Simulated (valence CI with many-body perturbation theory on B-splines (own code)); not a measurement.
## Er61+: electric-dipole lines

Method: valence CI with perturbative core correlation (CI+MBPT): five valence electrons over a frozen Dirac-Fock core [He], radial functions for each j: 11 s, 11 p, 10 d, 8 f, 5 g, 2 h, with the one-electron correlation potential Σ1 (screened to all orders), the two-electron term Σ2, the three-electron term Σ3, Breit, model QED; selected single and double excitations, second order for the rest, scaled by the run's own slope (own B-spline code, finite nucleus).

The last digits are not significant, and no measured levels were compared; by estimate large intervals hold to a few tenths of a per cent, small ones and those within an open d or f shell to about a per cent. Among the levels kept, up to 7400 cm⁻¹ of a level comes from second order outside the variational space, and about a tenth of that is noise between levels of different J, which matters for small intervals.

Lines 151 to 200 of 600 in falling wavelength, among levels below 769.64 Ry, chosen from the strongest by gf and those to the six lowest levels. Wavelengths and rates use the calculated energies. Electric multipoles are in the length gauge with retardation, E1 and E2 with the static RPA response of the core. Weak lines are less certain than strong ones. Lines between different terms over intervals too small for the method are left out, as are lines whose strength nearly cancels. The highest levels of a list are the least certain.

Levels are named by their leading jj configuration (3d3/2^4 stands for four electrons in 3d with j = 3/2), which in mixed levels can hold well under half, so a name can repeat and another be missing. Letters in brackets count levels of one name in rising energy.

```tsv
λ vac (nm)	Upper	Lower	A (s⁻¹)	log gf	Branch %
3.217	(2s 2p1/2 2p3/2^2 3p3/2) J=3/2 [b]	(2s 2p1/2 2p3/2^2 3s) J=3/2 [a]	3.44e+11	-0.67	0.1
3.213	(2s 2p1/2 2p3/2^2 3d5/2) J=3/2 [a]	(2s 2p1/2 2p3/2^2 3p1/2) J=1/2 [a]	1.50e+11	-1.03	0.0
3.210	(2s^2 2p1/2 2p3/2 3p3/2) J=3/2 [b]	(2s^2 2p1/2 2p3/2 3s) J=3/2 [b]	3.06e+11	-0.72	4.0
3.208	(2s 2p1/2^2 2p3/2 3p3/2) J=3/2 [b]	(2s 2p1/2^2 2p3/2 3s) J=3/2 [b]	2.66e+11	-0.79	0.2
3.198	(2s 2p1/2^2 2p3/2 3p3/2) J=3/2 [a]	(2s 2p1/2^2 2p3/2 3s) J=5/2	1.49e+11	-1.04	0.1
3.180	(2s^2 2p1/2 2p3/2 3d3/2) J=5/2 [b]	(2s^2 2p1/2 2p3/2 3p1/2) J=5/2	1.87e+11	-0.77	0.0
3.180	(2s 2p1/2 2p3/2^2 3p3/2) J=3/2 [c]	(2s 2p1/2 2p3/2^2 3s) J=5/2 [b]	5.61e+11	-0.47	0.3
3.176	(2p1/2^2 2p3/2^2 3p3/2) J=3/2 [b]	(2p1/2^2 2p3/2^2 3s) J=1/2	3.65e+11	-0.66	0.1
3.175	(2s 2p1/2 2p3/2^2 3d5/2) J=7/2 [b]	(2s 2p1/2 2p3/2^2 3p1/2) J=5/2 [c]	7.41e+10	-1.05	0.0
3.169	(2s 2p1/2 2p3/2^2 3p3/2) J=5/2 [b]	(2s 2p1/2 2p3/2^2 3s) J=5/2 [b]	4.70e+11	-0.37	0.2
3.167	(2s^2 2p1/2 2p3/2 3p3/2) J=5/2 [b]	(2s^2 2p1/2 2p3/2 3s) J=3/2 [b]	3.86e+11	-0.46	16.2
3.153	(2s 2p1/2 2p3/2^2 3p3/2) J=5/2 [e]	(2s 2p1/2 2p3/2^2 3s) J=3/2 [b]	1.11e+11	-1.00	0.3
3.152	(2s 2p1/2 2p3/2^2 3d3/2) J=5/2 [b]	(2s 2p1/2 2p3/2^2 3p1/2) J=7/2	2.21e+11	-0.70	0.0
3.148	(2s 2p1/2 2p3/2^2 3d3/2) J=5/2 [e]	(2s 2p1/2 2p3/2^2 3p1/2) J=5/2 [c]	1.72e+11	-0.81	0.0
3.120	(2s 2p1/2^2 2p3/2 3p3/2) J=3/2 [b]	(2s 2p1/2^2 2p3/2 3s) J=1/2	3.40e+11	-0.70	0.2
3.118	(2s^2 2p1/2 2p3/2 3p3/2) J=5/2 [b]	(2s^2 2p1/2 2p3/2 3s) J=5/2	4.10e+11	-0.45	17.3
3.102	(2s 2p1/2^2 2p3/2^2) J=3/2	(2s^2 2p1/2 2p3/2^2) J=3/2	2.23e+10	-1.89	0.2
3.086	(2s 2p1/2^2 2p3/2 3p3/2) J=1/2 [b]	(2s 2p1/2^2 2p3/2 3s) J=1/2	4.80e+11	-0.86	2.9
3.082	(2s^2 2p1/2 2p3/2 3p3/2) J=3/2 [b]	(2s^2 2p1/2 2p3/2 3s) J=1/2	2.07e+11	-0.93	2.7
3.068	(2s 2p1/2^2 2p3/2 3p3/2) J=5/2 [a]	(2s 2p1/2^2 2p3/2 3s) J=5/2	4.23e+11	-0.45	0.2
3.038	(2s 2p1/2 2p3/2^2 3p3/2) J=3/2 [g]	(2s 2p1/2 2p3/2^2 3s) J=3/2 [d]	2.20e+11	-0.92	0.2
3.023	(2s^2 2p3/2^2 3p3/2) J=3/2 [a]	(2s^2 2p3/2^2 3s) J=3/2	6.49e+11	-0.45	5.5
3.014	(2s 2p1/2 2p3/2^2 3p3/2) J=3/2 [g]	(2s 2p1/2 2p3/2^2 3s) J=3/2 [c]	3.01e+11	-0.78	0.2
3.012	(2s^2 2p1/2 2p3/2 3p3/2) J=3/2 [b]	(2s^2 2p1/2 2p3/2 3s) J=3/2 [a]	2.25e+11	-0.91	2.9
3.001	(2s^2 2p1/2 2p3/2 3p3/2) J=1/2 [b]	(2s^2 2p1/2 2p3/2 3s) J=3/2 [b]	8.18e+11	-0.66	10.9
2.979	(2s 2p1/2 2p3/2^2 3p3/2) J=5/2 [b]	(2s 2p1/2 2p3/2^2 3s) J=7/2	2.78e+11	-0.65	0.1
2.960	(2s 2p1/2 2p3/2^2 3p3/2) J=1/2 [d]	(2s 2p1/2 2p3/2^2 3s) J=1/2 [b]	3.16e+11	-1.08	0.2
2.954	(2s^2 2p3/2^2 3p3/2) J=3/2 [a]	(2s^2 2p3/2^2 3s) J=5/2	1.75e+11	-1.04	1.5
1.041	(2s 2p1/2 2p3/2^2 3d5/2) J=9/2 [a]	(2s^2 2p1/2 2p3/2 3d5/2) J=7/2 [a]	1.05e+12	-0.77	60.7
1.041	(2s 2p1/2 2p3/2^2 3p3/2) J=7/2 [a]	(2s^2 2p1/2 2p3/2 3p3/2) J=5/2 [a]	1.11e+12	-0.84	4.7
1.039	(2s 2p1/2 2p3/2^2 3d5/2) J=9/2 [b]	(2s^2 2p1/2 2p3/2 3d5/2) J=7/2 [b]	6.31e+11	-0.99	18.5
1.038	(2s 2p1/2 2p3/2^2 3s) J=5/2 [a]	(2s^2 2p1/2 2p3/2 3s) J=3/2 [a]	1.31e+12	-0.90	2.7
1.037	(2s 2p1/2 2p3/2^2 3p3/2) J=7/2 [b]	(2s^2 2p1/2 2p3/2 3p3/2) J=5/2 [b]	1.01e+12	-0.88	0.8
1.030	(2s 2p1/2 2p3/2^2 3p1/2) J=5/2 [a]	(2s^2 2p1/2 2p3/2 3p1/2) J=3/2 [a]	1.22e+12	-0.93	0.5
1.028	(2s 2p1/2 2p3/2^2 3d3/2) J=7/2 [a]	(2s^2 2p1/2 2p3/2 3d3/2) J=5/2 [a]	9.45e+11	-0.92	0.2
1.021	(2s 2p1/2 2p3/2^2 3d5/2) J=11/2	(2s^2 2p1/2 2p3/2 3d5/2) J=9/2	1.07e+12	-0.70	94.8
1.020	(2s 2p1/2 2p3/2^2 3s) J=7/2	(2s^2 2p1/2 2p3/2 3s) J=5/2	1.27e+12	-0.80	2.2
1.019	(2s 2p1/2 2p3/2^2 3d3/2) J=7/2 [b]	(2s^2 2p1/2 2p3/2 3d3/2) J=5/2 [b]	8.91e+11	-0.96	0.1
1.017	(2s 2p1/2 2p3/2^2 3p1/2) J=5/2 [b]	(2s^2 2p1/2 2p3/2 3p1/2) J=3/2 [b]	1.14e+12	-0.97	0.6
1.016	(2s 2p1/2 2p3/2^2 3p3/2) J=9/2	(2s^2 2p1/2 2p3/2 3p3/2) J=7/2	1.10e+12	-0.77	37.9
1.014	(2s 2p1/2 2p3/2^2 3d3/2) J=9/2	(2s^2 2p1/2 2p3/2 3d3/2) J=7/2	1.07e+12	-0.78	24.7
1.014	(2s 2p1/2 2p3/2^2 3p1/2) J=7/2	(2s^2 2p1/2 2p3/2 3p1/2) J=5/2	1.21e+12	-0.83	0.3
0.9998	(2s 2p1/2^2 2p3/2^2) J=5/2	(2s^2 2p1/2^2 2p3/2) J=3/2	1.30e+12	-0.93	96.8
0.9998	(2p1/2^2 2p3/2^2 3p3/2) J=5/2	(2s 2p1/2^2 2p3/2 3p3/2) J=3/2 [b]	2.22e+12	-0.70	0.8
0.9981	(2s 2p1/2 2p3/2^3) J=3/2 [a]	(2s^2 2p1/2 2p3/2^2) J=5/2	1.45e+11	-2.06	3.3
0.9902	(2p1/2^2 2p3/2^2 3s) J=5/2	(2s 2p1/2^2 2p3/2 3s) J=3/2 [b]	2.65e+12	-0.63	3.0
0.9882	(2p1/2^2 2p3/2^2 3p1/2) J=3/2	(2s 2p1/2^2 2p3/2 3p1/2) J=1/2	2.65e+12	-0.81	0.2
0.9875	(2p1/2^2 2p3/2^2 3p3/2) J=7/2	(2s 2p1/2^2 2p3/2 3p3/2) J=5/2 [b]	3.83e+12	-0.35	1.4
0.9874	(2s 2p1/2 2p3/2^2 3p3/2) J=3/2 [a]	(2s 2p1/2^2 2p3/2 3s) J=1/2	1.93e+12	-0.95	0.7
0.9870	(2p1/2^2 2p3/2^2 3p1/2) J=5/2	(2s 2p1/2^2 2p3/2 3p1/2) J=3/2 [b]	2.86e+12	-0.60	0.3
```

Task: How does gf follow from A for the line at 3.175 nm?

Result: gf = 1.4992 × (2J+1)_upper × A / σ², with σ = 3149362 cm⁻¹ and 2J+1 = 8: gf = 0.0896.
